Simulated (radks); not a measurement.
Species: Pt62+. Configuration: [Ne] 3s2 3p4.

Method: scalar-relativistic Kohn-Sham, PBE, spin-unpolarised, spherical densities, point nucleus; computed with a radial shooting solver on a logarithmic mesh with Libxc functionals.

Energy parts (eV):
part                      energy
total                 -382956.69
kinetic                438804.43
electron-nucleus      -854233.78
Hartree                 37284.62
exchange-correlation    -4811.95

Orbitals (lengths in bohr, moments of r in powers of bohr; r(max) is where P^2 peaks):
| orbital | occ. | eigenvalue (eV) | <r^4> | r(max) | <1/r> |
|---|---|---|---|---|---|
| 1s | 2 | -83439.99 | 4.505e-07 | 0.01061 | 94.04 |
| 2s | 2 | -18604.05 | 0.00006310 | 0.06091 | 22.26 |
| 2p | 6 | -16794.62 | 0.00005008 | 0.05027 | 19.85 |
| 3s | 2 | -7393.692 | 0.001745 | 0.1648 | 8.923 |
| 3p | 4 | -6861.588 | 0.001765 | 0.1620 | 8.223 |

The highest occupied level is 3p at -6861.6 eV. The density falls to 0.001 e/bohr^3 at r = 0.54 bohr. Summed over all electrons, <r^2> = 0.2488 bohr^2, which gives a Langevin (diamagnetic) susceptibility term of -0.197 x 10^-6 cm^3/mol.
